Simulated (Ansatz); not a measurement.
Molecule: SnO$_{3}$, charge 0, multiplicity 1. 
Geometry from a B3LYP-D3(BJ)/def2-TZVP (Ansatz, a quantum-chemistry and plane-wave program) optimisation:
```
Sn
O 1 1.8210
O 1 1.9568 2 155.68
O 3 1.6118 1 65.68 2 -180.00
```

Parts of the frozen-core correlation energy in def2-TZVPPD (Ansatz, hartree). Frozen orbitals: 12; correlated occupied orbitals by spin: 11 and 11; virtual: 153 and 153. Spin-orbit coupling is left out. In def2 rows, elements after Kr have scalar-relativistic effective core potentials. The restricted reference is unstable.

| term | value |
|---|---|
| reference (HF) | -437.80573 |
| MP2 opposite-spin | -0.62573 |
| MP2 same-spin | -0.22504 |
| CCSD correlation | -0.82802 |
| (T) | -0.04741 |
| T1 diagnostic | 0.030 |
| largest doubles amplitude | 0.076 |
